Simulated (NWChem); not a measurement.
Species: AlSiH₄OF; SMILES [OH][Al]([F])[SiH3]

```xyz
8

Al    -0.0016     0.5515     0.0000
F     -1.4274     1.4473     0.0000
O      1.4982     1.3763     0.0000
H      1.5806     2.3437     0.0000
Si    -0.0382    -1.8795     0.0000
H      1.3583    -2.4397     0.0000
H     -0.7612    -2.3986    -1.2160
H     -0.7612    -2.3986     1.2160
```
Atoms are numbered in this order, from 1.

Program: NWChem. The geometry was optimised at PBE-D3(BJ)/def2-SVP. Level M06-2X/def2-SVP: energy and gradient on several grids; changes count from the extra-fine grid, which is no exact limit either.

| grid | size of the energy change (μHa) | largest change of a gradient component (μHa/bohr) |
|---|---|---|
| xcoarse | 8000 | 2000 |
| coarse | 200 | 1000 |
| medium | 80 | 400 |
| fine | < 10 | 70 |
| xfine | < 10 | < 30 |
